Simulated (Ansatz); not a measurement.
Reaction (redistribution): `CBO[SiH](O)F` + `CC1=CB1` → `CBC1=CB1` + `CO[SiH](O)F`

Program: Ansatz. Geometries: PBE0-D4/def2-TZVP. ΔE: electronic, gas phase. CCSD(T)/CBS is the MP2 limit (def2-TZVPP, def2-QZVPP) plus CCSD(T) − MP2 in def2-TZVPP, frozen cores. Functionals use def2-TZVPP. B3LYP here is the variant with VWN-RPA as its local correlation; programs differ in this. Each species was taken in one conformer, which may not be the lowest.

```json
{"level": "r2SCAN-D4", "ΔE (kcal/mol)": "37.5", "difference from CCSD(T)/CBS": "-1.7"}
{"level": "PBE0-D4", "ΔE (kcal/mol)": "37.8", "difference from CCSD(T)/CBS": "-1.4"}
{"level": "B3LYP-D4", "ΔE (kcal/mol)": "37.6", "difference from CCSD(T)/CBS": "-1.6"}
{"level": "PBE", "ΔE (kcal/mol)": "36.3", "difference from CCSD(T)/CBS": "-2.9"}
{"level": "B3LYP", "ΔE (kcal/mol)": "37.8", "difference from CCSD(T)/CBS": "-1.4"}
{"level": "SCS-MP2/def2-TZVPP", "ΔE (kcal/mol)": "39.8", "difference from CCSD(T)/CBS": "0.6"}
{"level": "SCS-MP2/def2-QZVPP", "ΔE (kcal/mol)": "39.8", "difference from CCSD(T)/CBS": "0.6"}
{"level": "HF/CBS(def2)", "ΔE (kcal/mol)": "40.7", "difference from CCSD(T)/CBS": "1.5"}
{"level": "MP2/CBS(def2)", "ΔE (kcal/mol)": "40.2", "difference from CCSD(T)/CBS": "1.0"}
{"level": "CCSD/CBS(def2)", "ΔE (kcal/mol)": "39.6", "difference from CCSD(T)/CBS": "0.4"}
{"level": "CCSD(T)/CBS", "ΔE (kcal/mol)": "39.2", "difference from CCSD(T)/CBS": "0"}
```

Largest T1 diagnostic among the species: 0.012.

From PBE to PBE0 (25 % exact exchange), in def2-TZVPP and without D4, ΔE moves by +1.7 kcal/mol.
